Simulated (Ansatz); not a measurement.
Geometry optimisation, UHF/def2-SVP (Ansatz 0.2.0).

Input file:

```yaml
crystal:
  periodic: [false, false, false]
  atoms:
    - { symbol: B, position_ang: [-0.033862, 0.0, -0.336043] }
    - { symbol: F, position_ang: [-0.140851, 0.0, 2.20583] }
    - { symbol: Cl, position_ang: [1.568358, 0.0, -1.079287] }
    - { symbol: F, position_ang: [-1.09907, 0.0, -1.077873] }
    - { symbol: H, position_ang: [0.173126, 0.0, 3.057373] }
magnetization:
  spin_polarized: true
  initial_magnetization: 1
basis:
  gaussian: { orbitals: def2-SVP }
hamiltonian:
  xc: hf
relax:
  f_tol: 0.03
  max_steps: 50
```

Run as:

```bash
$ ansatz run input.yaml --threads 1 --pin off --max-ram 2048MiB --backend cpu --events-out ev --progress --plain --runs-dir out
```

**Question.** Where does it end, and by what steps?

**Answer.** The forces met the threshold. The force dipped under the threshold on the way, but the program's further checks kept it going. After 28 steps the energy has fallen by 0.247 eV; F2 moved furthest, 0.78 Å.

```tsv
step	energy less start (eV)	largest force component (eV/Å)	accepted
0	0.0000	1.049	yes
1	-0.1562	0.374	yes
2	-0.2074	0.516	yes
3	-0.2030	1.465	no
4	-0.2189	0.291	yes
5	-0.2255	0.073	yes
6	-0.2274	0.079	yes
7	-0.2274	0.089	no
8	-0.2274	0.045	yes
9	-0.2273	0.227	no
10	-0.2277	0.011	yes
11	-0.2283	0.189	yes
12	-0.2280	0.376	no
13	-0.2290	0.058	yes
14	-0.2295	0.082	yes
15	-0.2299	0.256	yes
16	-0.2311	0.037	yes
17	-0.2330	0.188	yes
18	-0.1895	2.319	no
19	-0.2332	0.181	yes
20	-0.2355	0.225	yes
21	-0.2359	0.575	yes
22	-0.2392	0.630	yes
23	-0.2426	0.132	yes
24	-0.2426	0.128	yes
25	-0.2447	0.236	yes
26	-0.2459	0.131	yes
27	-0.2464	0.136	yes
28	-0.2466	0.024	yes
```

```xyz
5
Properties=species:S:1:pos:R:3
B 0.296 0.000 -0.434
F -0.646 0.000 2.805
Cl 1.526 0.000 -1.682
F -0.962 0.000 -0.718
H 0.255 0.000 2.798
```

Whether the end is a true minimum wasn't checked by a vibrational analysis.

Time of the run: 23 s on 1 thread of Arm Neoverse V2, with other jobs on the host, peak memory 0.12 GiB.
